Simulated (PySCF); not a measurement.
## `C=CN(C)N(C)CC`: 4 charge schemes on one density

Species: C6H14N2.
Geometry (PBE0-D3(BJ)/def2-SVP, Å), atoms numbered from 1 in this order:
```
atom  x, y, z in Å
C1    -2.5147    0.7164   -0.0693
C2    -1.1959    0.7618    0.1883
N3    -0.2770   -0.2475    0.0075
C4    -0.7288   -1.5543   -0.3928
N5     0.9014   -0.1280    0.7356
C6     0.8854   -0.8439    1.9914
C7     2.0938   -0.3485   -0.0579
C8     2.1748    0.5769   -1.2533
H9    -3.0180   -0.1803   -0.4353
H10   -3.1173    1.6146    0.0673
H11   -0.7257    1.6724    0.5710
H12   -1.3846   -2.0362    0.3592
H13    0.1375   -2.2058   -0.5726
H14   -1.2954   -1.4793   -1.3341
H15    1.7568   -0.5447    2.5930
H16   -0.0233   -0.5773    2.5511
H17    0.9161   -1.9491    1.8806
H18    2.1836   -1.4087   -0.3908
H19    2.9512   -0.1755    0.6126
H20    3.1105    0.4110   -1.8075
H21    2.1402    1.6283   -0.9306
H22    1.3327    0.4084   -1.9397
```

Density: PBE0/pcSseg-1 (PySCF); schemes: Mulliken, IAO, Hirshfeld and ESP-fitted. One conformer (not necessarily the lowest) at the PBE0-D3(BJ)/def2-SVP geometry, without solvent, vibrations or thermal averaging.

Q: Atoms with like bonding are taken together and averaged. Do the Mulliken, IAO, Hirshfeld and ESP-fitted schemes agree on where the charge is lowest?

A: The schemes don't all agree: Mulliken N3 (-0.471); IAO C1 (-0.440); Hirshfeld C1 (-0.174); ESP-fitted C1 (-0.674).

Q: At which atom do the 4 schemes differ most?

A: At N3: from -0.471 (Mulliken) to +0.275 e (ESP-fitted), 0.746 e apart.

Q: Tabulate the Mulliken, IAO, Hirshfeld and ESP-fitted charges.

A: In e; atoms taken as equivalent share a row and are averaged (×n: the atom named and its like, n in all):

```tsv
atom	environment	Mulliken	IAO	Hirshfeld	ESP-fitted
C1	terminal =CH2 carbon	-0.298	-0.440	-0.174	-0.674
C2	vinylic carbon bearing nitrogen	+0.123	-0.037	-0.010	-0.085
N3	hydrazine nitrogen	-0.471	-0.100	-0.008	+0.275
C4	N-methyl carbon	-0.091	-0.317	-0.068	-0.451
N5	hydrazine nitrogen	-0.443	-0.162	-0.041	-0.279
C6	N-methyl carbon	-0.082	-0.309	-0.076	-0.506
C7	sp3 carbon bound to nitrogen	-0.061	-0.139	-0.028	+0.100
C8	methyl carbon	-0.265	-0.411	-0.123	-0.372
H9	vinylic hydrogen	+0.110	+0.135	+0.028	+0.222
H10	vinylic hydrogen	+0.117	+0.149	+0.035	+0.227
H11	vinylic hydrogen	+0.099	+0.157	+0.045	+0.155
H12/H13/H14	methyl hydrogen	+0.123	+0.140	+0.042	+0.154
H15/H16/H17	methyl hydrogen	+0.110	+0.133	+0.039	+0.175
H18/H19	methylene hydrogen	+0.100	+0.115	+0.032	+0.055
H20/H21/H22	methyl hydrogen	+0.120	+0.142	+0.038	+0.097
```

Mean size of the charges over all atoms: ESP-fitted 0.215 e, IAO 0.174 e, Mulliken 0.156 e, Hirshfeld 0.048 e. Each set sums to the total charge, 0, to within 0.001 e. The IAO scheme counts the electrons in orthogonalised intrinsic atomic orbitals, a minimal basis polarised so that it spans the occupied orbitals exactly.

Some averages cover members that differ in this geometry: H18/H19, ESP-fitted +0.022 to +0.089; H15/H16/H17, ESP-fitted +0.139 to +0.206; H15/H16/H17, IAO +0.103 to +0.151; H18/H19, IAO +0.091 to +0.138 e.

Q: How many electrons does the Mulliken scheme count on C7?

A: Z − q = 6 − (-0.061) = 6.061.

Q: Sum the charges by element.

A: 
```tsv
element	atoms	Mulliken	IAO	Hirshfeld	ESP-fitted
C	6	-0.674	-1.653	-0.479	-1.988
N	2	-0.915	-0.261	-0.049	-0.005
H	14	+1.589	+1.914	+0.528	+1.992
```

Q: How closely do the schemes follow one another over all atoms?

A: Correlation coefficient and root-mean-square difference: IAO with Hirshfeld 0.98, 0.142 e; Hirshfeld with ESP-fitted 0.90, 0.213 e; IAO with ESP-fitted 0.89, 0.128 e; Mulliken with IAO 0.76, 0.135 e; Mulliken with Hirshfeld 0.72, 0.153 e; Mulliken with ESP-fitted 0.53, 0.230 e.
